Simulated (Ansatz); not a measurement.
Born–Oppenheimer molecular dynamics of H$_{6}$O$_{2}$Si$_{2}$ (10 atoms, charge 0, multiplicity 1). It starts from a relaxed structure.

Computed with RKS PBE0/6-31G* (Ansatz).

```yaml
ensemble: NVT, Langevin thermostat
time_step: 0.25 fs
steps_asked: 300
set_temperature: 700 K
friction: 0.001 /fs
seed: 120722
```

First frame:

```xyz
10
Properties=species:S:1:pos:R:3
Si -0.001 -0.070 -0.086
Si -0.017 0.056 2.259
H -1.412 -0.142 2.767
H 0.834 -1.002 2.876
H 0.448 1.387 2.745
H 1.342 0.101 -0.680
O -0.905 1.173 -0.720
H -1.756 1.355 -0.305
O -0.484 -1.587 -0.567
H -1.250 -1.966 -0.120
```

Problem. How far do the bonds stretch over the last three quarters of this one trajectory? (Pairs bonded in most of those frames.)

Solution. 
| bond | mean (Å) | spread (Å) | shortest | longest |
| --- | --- | --- | --- | --- |
| Si1–Si2 | 2.348 | 0.089 | 2.25 | 2.49 |
| Si1–H6 | 1.481 | 0.011 | 1.46 | 1.50 |
| Si1–O7 | 1.674 | 0.026 | 1.63 | 1.71 |
| Si1–O9 | 1.663 | 0.023 | 1.63 | 1.70 |
| Si2–H3 | 1.501 | 0.012 | 1.48 | 1.52 |
| Si2–H4 | 1.506 | 0.073 | 1.39 | 1.61 |
| Si2–H5 | 1.493 | 0.008 | 1.48 | 1.51 |
| O7–H8 | 0.964 | 0.005 | 0.95 | 0.97 |
| O9–H10 | 0.967 | 0.037 | 0.91 | 1.02 |

Mean temperature of the second half: 450 K. The mean temperature of the second half is 36 % below the set value. A run of 0.075 ps of so small a system gives no equilibrium averages.

The run took 18 min on 1 thread of Arm Neoverse V1 (shared host), peak memory 0.15 GiB.
